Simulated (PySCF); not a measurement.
Choosing a molecule for a target property.

All species are isolated and taken at one optimised geometry, non-relativistic unless stated; the electronic structure was computed with PySCF and density fitting.

The conformers computed, where there is a choice (atom-mapped SMILES and torsion angles):
- `[CH2:1]=[C:2]=[C:3]=[C:4]([CH:5]=[CH2:6])[C:7](=[O:8])[OH:9]`: C3–C4–C5–C6 179°, C3–C4–C7–O8 -178°, H–O9–C7–C4 180°
- `[OH:1][SiH2:2][Si@H:3]([SiH3:4])[N:5]([SiH3:6])[CH2:7][SiH3:8]`: O1–Si2–Si3–Si4 85°, Si2–Si3–N5–Si6 70°, Si3–N5–C7–Si8 81°, H–O1–Si2–Si3 52°
- `[CH3:1][n:2]1[cH:3][cH:4][c:5]([S:6][CH2:7][F:8])[n:9]1`: C4–C5–S6–C7 -169°, C5–S6–C7–F8 85°
- `[CH3:1][CH:2]([CH3:3])[O:4][SiH2:5][O:6][SiH2:7][Cl:8]`: C1–C2–O4–Si5 168°, C2–O4–Si5–O6 51°, O4–Si5–O6–Si7 14°, Si5–O6–Si7–Cl8 -44°

(1) Wanted: smallest rotational constant between 0.54 GHz and 0.65 GHz (GFN2-xTB) and HOMO–LUMO gap above 5 eV (PBE0/pcSseg-1), at GFN2-xTB geometries. Which candidate meets both?
A. `Cn1ccc(SCF)n1`
B. `CC(C)O[SiH2]O[SiH2]Cl`
C. `C(N([Si@@H]([SiH3])[SiH2]O)[SiH3])[SiH3]`
D. `C=C=C=C(C=C)C(=O)O`

Results:

(1) B. Computed values:
```
                                 species  smallest rotational constant  HOMO–LUMO gap
C(N([Si@@H]([SiH3])[SiH2]O)[SiH3])[SiH3]                     0.502 GHz        5.46 eV
                   CC(C)O[SiH2]O[SiH2]Cl                     0.584 GHz        8.82 eV
                           Cn1ccc(SCF)n1                     0.716 GHz        6.46 eV
                      C=C=C=C(C=C)C(=O)O                     0.784 GHz        4.09 eV
```
